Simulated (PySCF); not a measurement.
## `CC[C@@H]1CO[C@H](F)C1`, C₆H₁₁FO

Geometry (Å), atoms numbered from 1 in this order:
```xyz
19

C     2.4233    0.0091   -0.2453
C     1.2247   -0.5848    0.4851
C     0.0017    0.3245    0.4155
C    -1.1878   -0.2095    1.2308
O    -2.3454    0.3064    0.5872
C    -2.1120    0.2714   -0.7619
F    -2.4910   -0.9685   -1.2723
C    -0.6046    0.4551   -0.9937
H     2.2029    0.1529   -1.3000
H     3.2813   -0.6529   -0.1614
H     2.6912    0.9723    0.1827
H     1.4840   -0.7415    1.5347
H     0.9768   -1.5577    0.0551
H     0.2701    1.3167    0.7894
H    -1.2087    0.1360    2.2633
H    -1.2074   -1.3066    1.2107
H    -2.7615    0.9975   -1.2625
H    -0.3964    1.4210   -1.4473
H    -0.2509   -0.3323   -1.6581
```

Computed, not measured: TDDFT B3LYP/def2-SVPD circular dichroism and optical rotation, one conformer, gas phase (PySCF 2.14.0). Geometry: GFN2-xTB.

The molecule is flexible and this is one conformer; a measurement averages over conformers. States above about 8.0 eV (minus the energy of the highest occupied orbital) lie near or above the ionisation threshold and depend on the basis.

Problem. Draw the ECD and absorption spectra from the lowest 12 states, each a Gaussian of half-width 0.25 eV at 1/e height.

Solution. 
| E (eV) | λ (nm) | Δε (L mol⁻¹ cm⁻¹) | ε (L mol⁻¹ cm⁻¹) |
| --- | --- | --- | --- |
| 6.98 | 178 | +0.01 | 8.67 |
| 7.13 | 174 | +0.06 | 66.7 |
| 7.28 | 170 | +0.23 | 250 |
| 7.43 | 167 | +0.42 | 457 |
| 7.58 | 164 | +0.40 | 433 |
| 7.73 | 160 | -0.04 | 396 |
| 7.88 | 157 | -3.12 | 923 |
| 8.03 | 154 | -13.46 | 1940 |
| 8.18 | 152 | -26.41 | 2450 |
| 8.33 | 149 | -27.77 | 2100 |
| 8.48 | 146 | -19.26 | 2130 |
| 8.63 | 144 | -10.35 | 3570 |
| 8.78 | 141 | +1.20 | 5190 |

Δε uses R in velocity form, ε uses f in length form. Only the states computed contribute, so the short-wavelength end is incomplete.
